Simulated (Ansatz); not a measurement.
Geometry optimisation, Ansatz 0.2.0, UKS PBE0-D4/def2-SVP.

Input:

```yaml
crystal:
  periodic: [false, false, false]
  atoms:
    - { symbol: O, position_ang: [0.28753, -0.71195, -1.97556] }
    - { symbol: B, position_ang: [0.16997, -0.47363, -0.68593] }
    - { symbol: C, position_ang: [-0.01985, -0.00121, 0.57555] }
    - { symbol: S, position_ang: [-0.06288, -0.03046, 2.24126] }
    - { symbol: H, position_ang: [0.09531, -0.028, -2.61247] }
    - { symbol: H, position_ang: [-0.47009, 1.24525, 2.45716] }
magnetization:
  spin_polarized: true
  initial_magnetization: 1
basis:
  gaussian: { orbitals: def2-SVP }
hamiltonian:
  xc: pbe0
  dispersion: d4
relax:
  f_tol: 0.015
  max_steps: 40
output:
  orbitals: {}
```

Command:

```bash
$ ansatz run input.yaml --threads 1 --pin off --max-ram 2048MiB --backend cpu --events-out ev --progress --plain --runs-dir out
```

**Question.** Where does it end, and by what steps?

**Answer.** It converged. After 8 steps the energy has fallen by 0.069 eV; C3 moved furthest, 0.15 Å.

```
step  energy less start (eV)  largest force component (eV/Å)  accepted
   0                  0.0000                           0.997       yes
   1                 -0.0262                           0.552       yes
   2                 -0.0485                           0.448       yes
   3                 -0.0557                           1.127       yes
   4                 -0.0662                           0.264       yes
   5                 -0.0685                           0.080       yes
   6                 -0.0691                           0.042       yes
   7                 -0.0692                           0.018       yes
   8                 -0.0692                           0.001       yes
```

```xyz
6
Properties=species:S:1:pos:R:3
O 0.290 -0.718 -1.992
B 0.157 -0.428 -0.703
C 0.022 -0.137 0.618
S -0.072 -0.008 2.252
H 0.084 0.004 -2.596
H -0.482 1.287 2.420
```

Whether the end is a true minimum wasn't checked by a vibrational analysis.

Time of the run: 74 s on 1 thread of Intel(R) Xeon(R) Processor @ 2.50GHz (Skylake/Cascade Lake), on a shared host, peak memory 0.18 GiB.
